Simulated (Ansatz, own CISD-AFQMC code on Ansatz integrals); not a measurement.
C2H5NO, SMILES `C1NCO1` (charge 0, multiplicity 1).

Cartesian coordinates (Å):
```xyz
9

C     -1.0104    -0.0752    -0.1608
N      0.0157     0.8142     0.4113
C      1.0049    -0.1055    -0.1777
O     -0.0202    -0.8927    -0.8060
H     -1.6086    -0.6344     0.5692
H     -1.6702     0.4094    -0.8867
H      0.0241     0.8077     1.4229
H      1.6667     0.3591    -0.9146
H      1.5981    -0.6827     0.5424
```
Charge 0, spin multiplicity 1.

Frozen-core correlation energies in cc-pVDZ at a geometry from B3LYP-D3(BJ)/def2-TZVP, on an HF energy of -207.91146 Ha (<S^2> = 0.00). Wave-function levels are from Ansatz, the walk from an own CISD-AFQMC code on Ansatz integrals (time step 0.005/Ha, trial state from CCSD amplitudes, largest double 0.02).

```json
[
 {"level": "MP2", "correlation energy (mHa)": "-622.7"},
 {"level": "CCSD", "correlation energy (mHa)": "-659.1"},
 {"level": "CCSD(T)", "correlation energy (mHa)": "-678.3"}
]
```

### Question
What correlation energy does phaseless AFQMC give, and where does it lie among these levels?

### Answer
-680.8 ± 0.4 mHa (one standard error). AFQMC minus each level: MP2 -58.1 mHa, CCSD -21.7 mHa, CCSD(T) -2.6 mHa.
